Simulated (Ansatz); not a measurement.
Start from `[NH2][AlH][AlH2]` and change one atom or group to get `[AlH2][AlH][SeH]`.

Ansatz, PBE0-D4/def2-TZVP geometries, multiplicity 1. Each molecule was computed in one conformer, which needn't be the lowest.

Scalar relativity is left out up to krypton. Spin–orbit coupling is left out; it splits and shifts lone-pair levels of the heavy atoms by tenths of an eV.

```
                                        property  `[NH2][AlH][AlH2]`
size of the dipole moment (B3LYP/def2-TZVPP) / D                1.39
               HOMO energy (PBE/def2-TZVPP) / eV               -5.79
             HOMO energy (B3LYP/def2-TZVPP) / eV               -6.65
           HOMO energy (ωB97M-V/def2-TZVPP) / eV               -8.74
            HOMO–LUMO gap (PBE0/def2-TZVPP) / eV                4.42
  size of the dipole moment (PBE/def2-TZVPP) / D                1.54
```

Question: What does the change do to each property? (Best estimate.)

Answer: Ansatz gave: 
```csv
property,`[AlH2][AlH][SeH]`,shift
size of the dipole moment (B3LYP/def2-TZVPP) / D,0.84,-0.55
HOMO energy (PBE/def2-TZVPP) / eV,-6.11,-0.32
HOMO energy (B3LYP/def2-TZVPP) / eV,-6.94,-0.29
HOMO energy (ωB97M-V/def2-TZVPP) / eV,-9.03,-0.29
HOMO–LUMO gap (PBE0/def2-TZVPP) / eV,4.82,0.40
size of the dipole moment (PBE/def2-TZVPP) / D,0.70,-0.84
```

With PBE0 the HOMO falls by 0.30 eV and the LUMO rises by 0.09 eV, so the gap widens by about 0.39 eV. PBE moves the HOMO by -0.32 eV and ωB97M-V by -0.29 eV. The zero-point energy changes by -45.8 kJ/mol with -3 modes. Dipoles are sizes alone; their direction can turn.

B3LYP here is the variant with VWN-RPA as its local correlation; programs differ in this.
